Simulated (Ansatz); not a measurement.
Correlation energies of C₂H₁₀AlFOSi (`[CH3][Al-]([CH3])([F])[OH+][SiH3]`) by basis set

Z-matrix (Å, degrees):
```
C
Al 1 1.955
H 1 1.094 2 112.3
H 1 1.096 2 112.1 3 -121.1
H 1 1.095 2 111.4 3 119.9
C 2 1.955 1 122.1 3 174.1
F 2 1.705 1 115.2 3 -37.6
O 2 1.963 1 105.7 3 53.8
H 6 1.094 2 112.3 1 -173.9
H 6 1.096 2 112.1 1 -52.8
H 6 1.095 2 111.4 1 66.2
Si 8 1.713 2 117.0 1 -114.7
H 8 0.959 2 125.9 1 65.3
H 12 1.472 8 110.7 2 -64.4
H 12 1.472 8 110.7 2 64.4
H 12 1.489 8 101.1 2 180.0
```

Total charge 0; spin multiplicity 1. All single points use the PBE0-D4/def2-TZVP geometry. It is one conformer, not always the lowest. Frozen core, restricted reference, Ansatz 0.2.0. CBS rows extrapolate triple and quadruple zeta; past MP2 they add the triple-zeta difference.

```json
{"basis": "def2-SVP", "HF (Eh)": "-786.50271", "MP2 corr.": "-0.84274", "CCSD corr.": "-0.91058", "(T)": "-0.01936", "CCSD(T) total": "-787.43265"}
{"basis": "def2-TZVPP", "HF (Eh)": "-787.00220", "MP2 corr.": "-1.07368", "CCSD corr.": "?", "(T)": "-0.03709", "CCSD(T) total": "?"}
{"basis": "def2-QZVPP", "HF (Eh)": "-787.03169", "MP2 corr.": "?", "CCSD corr.": "–", "(T)": "–", "CCSD(T) total": "–"}
{"basis": "CBS(def2)", "HF (Eh)": "?", "MP2 corr.": "?", "CCSD corr.": "-1.27680", "(T)": "as TZ", "CCSD(T) total": "?"}
```

**Question.** Fill in the withheld values. (Estimate.)

**Answer.** Computed: def2-TZVPP CCSD corr.: -1.13161; def2-TZVPP CCSD(T) total: -788.17090; def2-QZVPP MP2 corr.: -1.15709; CBS(def2) HF (Eh): -787.03575; CBS(def2) MP2 corr.: -1.21887; CBS(def2) CCSD(T) total: -788.34964.
